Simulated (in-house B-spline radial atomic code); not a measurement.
Successive ionisation energies of barium; each step leads to the configuration of the next row (after the last: [Kr] 4d3/2(4) 4d5/2(5)). Dirac energy differences include first-order Breit, QED and recoil terms. NIST's values go from ground level to ground level; the uncertainty of those that are theory runs from under 0.1 % in few-electron ions to several per cent in heavy many-electron ones. Computed with a B-spline radial code for spherical atoms: Dirac-Hartree-Fock, jj configuration that fills j = l - 1/2 first, finite nuclei.

A number in brackets counts the electrons of a j subshell.

| ion | configuration | ionisation energy (eV) | tabulated value (eV) | tabulated kind | computed minus tabulated (eV) | highest orbital | largest mean radius (bohr) |
| --- | --- | --- | --- | --- | --- | --- | --- |
| Ba | [Xe] 6s2 | 4.28 | 5.211665 | measured | -0.93 | 6s1/2 | 5.0834 |
| Ba+ | [Xe] 6s1 | 9.36 | 10.00383 | measured | -0.64 | 6s1/2 | 4.539 |
| Ba2+ | [Kr] 4d10 5s2 5p6 | ? | ? | measured | ? | ? | ? |
| Ba3+ | [Kr] 4d10 5s2 5p1/2(2) 5p3/2(3) | 46.29 | 47 | semi-empirical | -0.71 | 5p3/2 | 1.8644 |
| Ba4+ | [Kr] 4d10 5s2 5p1/2(2) 5p3/2(2) | 58.32 | 58 | tabulated theory | 0.32 | 5p3/2 | 1.8098 |
| Ba5+ | [Kr] 4d10 5s2 5p1/2(2) 5p3/2(1) | 70.88 | 71 | tabulated theory | -0.12 | 5p3/2 | 1.761 |
| Ba6+ | [Kr] 4d10 5s2 5p1/2(2) | ? | ? | tabulated theory | ? | ? | ? |
| Ba7+ | [Kr] 4d10 5s2 5p1/2(1) | 100.18 | 101 | tabulated theory | -0.82 | 5p1/2 | 1.6285 |
| Ba8+ | [Kr] 4d10 5s2 | 128.38 | 130.5 | semi-empirical | -2.12 | 5s1/2 | 1.4864 |
| Ba9+ | [Kr] 4d10 5s1 | ? | ? | semi-empirical | ? | ? | ? |
| Ba10+ | [Kr] 4d10 | 241.14 | 241 | tabulated theory | 0.14 | 4d5/2 | 0.78146 |

Problem. Fill in the row of Ba2+.

Solution. ionisation energy (eV): 34.84; tabulated value (eV): 35.8438; computed minus tabulated (eV): -1.00; highest orbital: 5p3/2; largest mean radius (bohr): 1.9275.

Problem. Fill in the row of Ba6+.

Solution. ionisation energy (eV): 85.77; tabulated value (eV): 86; computed minus tabulated (eV): -0.23; highest orbital: 5p1/2; largest mean radius (bohr): 1.6698.

Problem. Fill in the row of Ba9+.

Solution. ionisation energy (eV): 144.65; tabulated value (eV): 146.52; computed minus tabulated (eV): -1.87; highest orbital: 5s1/2; largest mean radius (bohr): 1.4579.

Problem. Where is the largest jump?

Solution. From Ba+ to Ba2+, by a factor of 3.72 (9.3591 to 34.843 eV); the highest orbital goes from 6s1/2 to 5p3/2.

Problem. How far is this level of theory from the measured and semi-empirical values?

Solution. Over those 6 rows the differences run from -2.12 to -0.645 eV (mean absolute value 1.2 eV). The calculation leaves out correlation and, in open shells, the multiplet splittings that an average leaves out.
